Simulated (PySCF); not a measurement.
Compounds:
1. SMILES CC(C)OC(=O)[C@H](C)OC=O, C7H12O4
2. `C(/C(C)=N/N[SiH3])(C)(C)C`, C6H16N2Si
3. `C1[C@@H]2[C@H](C)C[C@@H](C2)[C@H]1Cl`, C8H13Cl
4. SMILES CN1CCC[C@H]([SiH3])N1C, C6H16N2Si
5. 2,2'-bipyridine (SMILES C1=CC=NC(C2=CC=CC=N2)=C1)
6. SMILES C1CC[C@@H](C)N([SiH3])N1C, C6H16N2Si

Method: geometry from GFN2-xTB, shieldings: GIAO PBE0/pcSseg-1, in PySCF 2.14.0 with density-fitted response routines (no solvent, equivalent nuclei averaged, no relativistic terms, one conformer).

Shifts are taken against calculated references (same method and geometry level): TMS for 1H and 13C. Shifts are as computed. Against solution values, carbons near 30 ppm lie about +3 ppm off and those near 130 ppm about +5 ppm; carbons on Cl a further +6 ppm. Of 1211 compounds with measured shifts, 218 miss one by over three times the rms of a fit or turn the order of signals round; such compounds aren't used in these exercises. Carbons bonded to Cl come out too deshielded. OH and NH positions are gas-phase values without hydrogen bonding to other molecules.

(1) Which show a 13C signal between 60 and 100 ppm?

(2) Which show a 1H signal between 4.5 and 6.5 ppm from a carbon-bound hydrogen?

(3) Which give exactly 5 13C signals?

Results:

(1) 1 (74.7, 71.1: sp3 CH bonded to O, α to a carbonyl, sp3 CH bonded to O); 3 (66.1: sp3 CH bonded to Cl).

(2) 1 (5.17, 4.75: hydrogen on an sp3 CH bonded to O, hydrogen on an sp3 CH bonded to O, α to a carbonyl).

(3) 5 (δ 161.0, 154.5, 142.9, 128.9, 127.2).
